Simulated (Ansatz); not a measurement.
Cost and result for the atomization energy of `B[SiH2][GeH2][SiH3]` (13 atoms, 12 bonds).

Z-matrix (Å, degrees):
```
Si
Ge 1 2.404
B 1 1.983 2 100.6
H 1 1.488 2 108.1 3 122.0
H 1 1.489 2 106.5 3 -120.6
Si 2 2.379 1 110.8 3 59.6
H 2 1.541 1 108.6 3 -179.2
H 2 1.541 1 109.8 3 -61.8
H 3 1.196 1 120.6 2 -85.0
H 3 1.195 1 121.1 2 88.0
H 6 1.487 2 111.3 1 176.0
H 6 1.487 2 109.3 1 -63.7
H 6 1.487 2 109.7 1 55.4
```

Total charge 0; spin multiplicity 1. Correlated methods include outer-core shells of Ge, which these sets cover unevenly. Scalar relativity is left out up to krypton. All single points use the PBE0-D4/def2-TZVP geometry. It is one conformer, not always the lowest. Program: Ansatz. All runs use 4 threads of an Arm Neoverse V1 on a shared host. Times are those of one run each, without the atoms' runs, and a repeat can differ threefold. Electronic energies, without spin–orbit coupling; frozen cores. CCSD(T)/CBS adds CCSD(T) − MP2 in def2-TZVPP to the MP2 limit, and its time is that of the two runs behind it. T1 = 0.013. With those shells the extrapolation isn't a true limit.

CCSD(T)/CBS is a level of theory with its own doubt, some kJ/mol a heavy atom from the limit and from the frozen cores, so smaller differences don't rank the functionals.

```
                           level  functions  wall time  atomization (kcal/mol)  difference from CCSD(T)/CBS  per bond
          LDA (SPW92)/def2-TZVPP        289        2 s                   985.9                         90.7       7.6
              BLYP-D4/def2-TZVPP        289      3.1 s                   881.6                        -13.6      -1.1
 PBE-D4/def2-TZVPP (with forces)        289      3.9 s                   885.2                        -10.0      -0.8
              PBE0-D4/def2-TZVPP        289      5.5 s                   886.0                         -9.2      -0.8
           r2SCANh-D4/def2-TZVPP        289        8 s                   895.9                          0.7       0.1
               B2PLYP/def2-TZVPP        289        9 s                   880.9                        -14.3      -1.2
             PBE-QIDH/def2-TZVPP        289      9.5 s                   885.3                         -9.9      -0.8
                CCSD(T)/def2-SVP        127       11 s                   840.3                        -54.9      -4.6
               B97M-V/def2-TZVPP        289       15 s                   904.6                          9.4       0.8
ωB97M-V/def2-TZVPP (with forces)        289       19 s                   892.1                         -3.1      -0.3
                  MP2/def2-QZVPP        556       41 s                   876.5                        -18.7      -1.6
              CCSD(T)/def2-TZVPP        289    5.7 min                   876.9                        -18.3      -1.5
               CCSD(T)/CBS(def2)          –    6.4 min                   895.2                          0.0       0.0
```

The D4 term adds +11.5 kcal/mol with B3LYP and +6.2 kcal/mol with PBE0; it sums over pairs of atoms, weighted by their polarisabilities, and B3LYP, whose exchange is more repulsive, gets the larger term. From BLYP to BHLYP (50 % exact exchange), in def2-TZVPP and without D4, the atomization energy moves by +12.6 kcal/mol. At CCSD(T), def2-SVP lies −54.8 kcal/mol from the extrapolated value and def2-TZVPP −18.3 kcal/mol: correlation converges slowly with the basis, and small sets miss more of it in the bonded molecule than in its fragments.

B3LYP here is the variant with VWN-RPA as its local correlation; programs differ in this.

For some Ge, Se and Sn compounds the MP2-based and the directly extrapolated limit differ by 10 to 25 kJ/mol.
